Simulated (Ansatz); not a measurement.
Computed with Ansatz on PBE0-D4/def2-TZVP structures; ΔE is electronic, products minus reactants. CCSD(T)/CBS is the MP2 limit (def2-TZVPP, def2-QZVPP) plus CCSD(T) − MP2 in def2-TZVPP, frozen cores. This one scheme is used for every species. Functionals use def2-TZVPP. Open shells (•) are unrestricted, without spin–orbit coupling. Each species was taken in one conformer, which may not be the lowest.

`N[Si](O)(O)S` → `[SH]`• + `N[Si](O)O`•  (homolysis of the S–Si bond)

```tsv
level	ΔE (eV)
PBE-D4	4.17
r2SCAN0	4.11
RPA@PBE/def2-TZVPP	3.93
HF/def2-SVP	3.25
```

**Question.** What does CCSD(T)/CBS give? (Estimate.)

**Answer.** Ansatz gave: +4.34 eV. The listed levels differ from it by -0.17, -0.23, -0.41, -1.09 eV.

Largest T1 diagnostic among the species: 0.014.

From BLYP to BHLYP (50 % exact exchange), in def2-TZVPP and without D4, ΔE moves by +0.22 eV. At CCSD(T), def2-SVP lies −0.32 eV from the extrapolated value and def2-TZVPP −0.13 eV: correlation converges slowly with the basis, and small sets miss more of it in the bonded molecule than in its fragments.

CCSD(T)/CBS has its own doubt, a few kJ/mol and more with outer-core shells, so smaller differences from it don't rank the levels.
